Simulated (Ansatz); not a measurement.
Consider the atomization: `[NH2][GeH2][SnH3]` → Ge• + 7 H• + N• + Sn•.

Computed with Ansatz on PBE0-D4/def2-TZVP structures; ΔE is electronic, products minus reactants. CCSD(T)/CBS adds triple-zeta CCSD(T) − MP2 to the extrapolated MP2 energy (def2 sets, frozen cores). This one scheme is used for every species, atoms too. For atomizations the MP2-based limit and the directly extrapolated one differ by several kJ/mol either way, and by 10 to 25 for some Ge, Se and Sn compounds, so smaller differences from it don't rank the levels. Functionals use def2-TZVPP. No spin–orbit coupling; open shells (•) take unrestricted orbitals. Spin–orbit coupling would lower the free atoms: clearly for Ge; strongly for Sn. Elements past krypton have def2 core potentials. Bonds to Ge, Sn are less sure, by a few kJ/mol each and by 10 to 20 or more in all where they break to atoms, as the def2 sets lack core-valence functions. Scalar relativity is left out up to krypton. One conformer a species, not always the lowest.

```
             level  ΔE (kJ/mol)
            PBE-D4       2650.3
            B97M-V       2705.2
           PBE0-D4       2625.0
           ωB97X-V       2696.0
             BHLYP       2581.8
  CCSD(T)/def2-SVP       2461.9
   CCSD/def2-TZVPP       2586.7
SCS-MP2/def2-QZVPP       2658.8
```

(1) What does CCSD(T)/CBS give? (An estimate is asked.)

Largest T1 diagnostic among the species: 0.012.

Results:

(1) The calculation gave: +2689.0 kJ/mol. The listed levels differ from it by -38.7, 16.2, -64.0, 7.0, -107.2, -227.1, -102.3, -30.2 kJ/mol.

At CCSD(T), def2-SVP lies −227.1 kJ/mol from the extrapolated value and def2-TZVPP −68.6 kJ/mol: correlation converges slowly with the basis, and small sets miss more of it in the bonded molecule than in its fragments. From BLYP to BHLYP (50 % exact exchange), in def2-TZVPP and without D4, ΔE moves by −15.1 kJ/mol: exact exchange takes away binding that semilocal exchange gives to molecules.
